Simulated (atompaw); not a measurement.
Before and after: PAW (atompaw) potential for phosphorus (P)

```json
{
 "Element": "P",
 "Generator": "atompaw 4.2.0.5",
 "Type": "PAW",
 "Functional": "PBE",
 "Relativity": "scalar-relativistic",
 "Frozen core": "[Ne]",
 "Valence charge": "5",
 "Reference configuration": "3s2 3p3",
 "Partial waves": "3s (bound): rc 1.65 bohr; 3s channel at 1.8 Ry: rc 1.65 bohr; 3p (bound): rc 1.75 bohr; 3p channel at 1.4 Ry: rc 1.75 bohr",
 "Local potential": "ultrasoft scheme with l = 2 at 0.5 Ry, radius 1.20 bohr",
 "Core correction": "smooth core density matched at 1.15 bohr",
 "Augmentation charge": "sinc compensation charge, radius 1.60 bohr; PAW radius 1.75 bohr; waves and projectors: custom rrkj gramschmidtortho"
}
```

All-electron outer shells of the reference configuration (PBE, scalar-relativistic, ld1.x):

```
shell  level (eV)  outermost node (bohr)  outermost maximum (bohr)
   2s     -173.99                   0.14                      0.42
   2p     -124.49                      –                      0.36
   3s      -13.97                   0.65                      1.58
   3p       -5.51                   0.64                      1.83
```

Change: waves 3s (bound); 3s channel at 1.8 Ry; 3p (bound); 3p channel at 1.4 Ry; augmentation sinc compensation charge, radius 1.60 bohr; PAW radius 1.75 bohr; waves and projectors: bloechl.

Cutoffs: the cutoffs (Ry, on a coarse ladder) from which the occupation-weighted sum of valence levels, in a spherical-Bessel basis at the reference potential, stays within 10 and 1 mRy of its value at 400 Ry; they do not see the model core or the augmentation charge, which bear on the density cutoff.

**Question.** What does the change do?

**Answer.** The potential gets harder (12 Ry and 25 Ry → 12 Ry and 40 Ry); a bound ghost appears in s, which as a rule spoils a file.

```csv
quantity,base,changed
"cutoff, loose",12 Ry,12 Ry
"cutoff, tight",25 Ry,40 Ry
loose cutoff by channel (10 mRy a level),"s 6 Ry, p 10 Ry","s 6 Ry, p 8 Ry"
bound ghosts,none,s
s: phases at 1.76 bohr within 0.05 rad from the reference energy up to (Ry; the scan ends near 5),to the end of the scan,to the end of the scan
p: phases at 1.76 bohr within 0.05 rad from the reference energy up to (Ry; the scan ends near 5),to the end of the scan,to the end of the scan
lowest overlap eigenvalue by channel,"s 0.40, p 0.72","s 0.02, p 0.01"
```

 A true bound ghost makes a file unfit for plane-wave use even where its test errors are small: the radial tests pick states by their node count and pass the ghost by. The cutoffs see the waves, projectors and local potential, not the compensation charge or the core.
